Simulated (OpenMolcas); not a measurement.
**Mn4+: the spin-orbit constant, Racah parameters, worked from levels**

```json
{
 "Program": "OpenMolcas",
 "Basis": "ANO-RCC-VTZP [6s5p3d2f1g]",
 "Scalar Hamiltonian": "DKH2, point nucleus",
 "Active space": "3 electrons in 5 orbitals (3d)",
 "State averaging": "2S+1 = 4 even, 10 roots; 2S+1 = 2 even, 40 roots",
 "Spin-orbit coupling": "RASSI with atomic mean-field integrals over the reference wave functions, term energies averaged over their components"
}
```

Methods: CASSCF; MS-CASPT2, IPEA 0.25 Eh, imaginary shift 0.1 Eh (closed shells correlated: 3s 3p). Measured levels: Corliss and Sugar, J. Phys. Chem. Ref. Data 6, 1253 (1977).

**The spin-orbit constant.** For the Hund term 4F of d3, E(J) = (A/2) J(J+1) + constant and ζ = 2S·A = 3A. From J = 3/2 to J = 9/2 the energy changes by 10.5 A.

| Source | E(9/2) - E(3/2) | A | ζ |
| --- | --- | --- | --- |
| CASSCF | 1504.1 | 143.2 | 430 |
| MS-CASPT2 | 1506.0 | 143.4 | 430 |
| measured | 1412.2 | 134.5 | 403 |

All in cm-1. MS-CASPT2 is off by +6.6 % and CASSCF by +6.5 %. Both methods take the spin-orbit matrix elements from the reference wave functions, so the second can move ζ only through the term energies and any multistate remixing. Second-order mixing with other terms is absorbed into this ζ.

**Racah parameters.** Above 4F, d3 has 4P at 15B, 2G at 4B + 3C and 2H at 9B + 3C. The first two fix B and C, and the third tests them; where it misses by thousands of cm-1, two parameters do not describe the configuration (Trees and configuration-interaction terms are left out) and B and C hang on the terms chosen. Term energies are centres of gravity, weighted by 2J + 1.

```tsv
Source	4P	2G	B	C	C/B	2H from B, C	2H found
CASSCF	19950	20351	1330	5010	3.77	27000	26999
MS-CASPT2	16637	17532	1109	4365	3.94	23076	24845
measured	15975	17354	1065	4365	4.10	22680	24351
```

Energies in cm-1. From CASSCF to MS-CASPT2, B changes by -16.6 % and C by -12.9 %. Against the measured terms, MS-CASPT2 has B off by +4.1 % and C by 0 %.

CASPT2 does not keep the components of a term degenerate, so their means are used; among the terms shown or strongly mixed into the levels shown the widest spread is 860 cm-1 (3d3 4F, MS-CASPT2). Without dynamic correlation excited terms often stand tens of per cent too high (terms of higher spin than the ground term too low), and those without a measured partner can miss by more than the paired ones (holds for CASSCF). Measured partners are found by configuration, term and J. A level has none where our copy of the source lacks it or the pairing is in doubt (some pairs that miss far off the trend of their configuration count as doubtful), and it then counts in no deviation. Levels of configurations outside the active space are missing.
